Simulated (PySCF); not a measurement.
## Computed properties of GeH₄, SMILES [GeH4]

GeH4, SMILES [GeH4]. Geometry optimised at ωB97X-D3(BJ)/def2-TZVPD. The isomer is the one that the SMILES or the coordinates give; other isomers of the formula were not compared. Other conformers were not sampled. All values are computed for the isolated molecule unless a solvent is named; none is compared with measurement here.

**Structure.** The optimised structure has Td symmetry. All 9 harmonic modes at ωB97X-D3(BJ)/def2-TZVPD (PySCF) are real, so it is a minimum.

**Vibrations.** The strongest infrared lines (harmonic, unscaled, degenerate partners summed) lie at 2196 cm⁻¹ (432 km/mol, H 98 %), 843 cm⁻¹ (337 km/mol, H 96 %). The softest mode is at 843 cm⁻¹ and the zero-point energy is 18.9 kcal/mol.

**Electronic structure.** M06-2X/def2-TZVPD (PySCF) places the frontier levels at -10.82 and 0.68 eV, a gap of 11.50 eV, and gives a dipole moment of 0.00 D and a mean polarisability of 34.9 bohr³. PBE/def2-TZVPD (PySCF) at the same geometry gives -8.35 and -0.42 eV, so its gap is 3.57 eV narrower. An orbital gap is neither the optical nor the fundamental gap.

**Excitations.** TDA-CAM-B3LYP/def2-TZVPD (PySCF) has S1 at 8.83 eV (140 nm, f = 0.535, bright); the most intense of the 10 singlets computed lies at 8.83 eV (f = 0.54). Strengths of degenerate partners are summed. T1 (TDA) is at 8.06 eV, 0.77 eV under S1. TDA-PBE/def2-TZVPD (PySCF) puts S1 at 8.13 eV. No vertical singlet excitation falls in the visible range (under 3.1 eV).

**NMR.** GIAO shifts at HF/pcSseg-2 (PySCF) (non-relativistic, atoms alike by connectivity averaged): ¹H at 3.7 ppm against TMS.
